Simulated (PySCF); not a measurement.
Cl$_{3}$Si (SMILES Cl[Si](Cl)Cl), doublet, geometry from GFN2-xTB.

Here is a job for PySCF.
```python
from pyscf import gto, scf, dft

mol = gto.M(
    atom='''
Si    0.305349    0.301083    0.303222
Cl   -0.851349   -0.875891    1.477321
Cl    1.471334   -0.855542   -0.881862
Cl   -0.871449    1.483482   -0.845170
''',
    basis='sto-3g',
    charge=0,
    spin=1,
    verbose=4,
)

mf = dft.UKS(mol)
mf.xc = 'm062x'
mf.kernel()
mf.analyze()
```

Problem. Give the <S^2> at the level M062X/STO-3G (PySCF).

Solution. 0.751

Problem. Estimate the dipole moment that M062X/STO-3G returns for this input.

Solution. 2.02 D

These values belong to the state on which the SCF converged, which isn't shown to be the lowest.
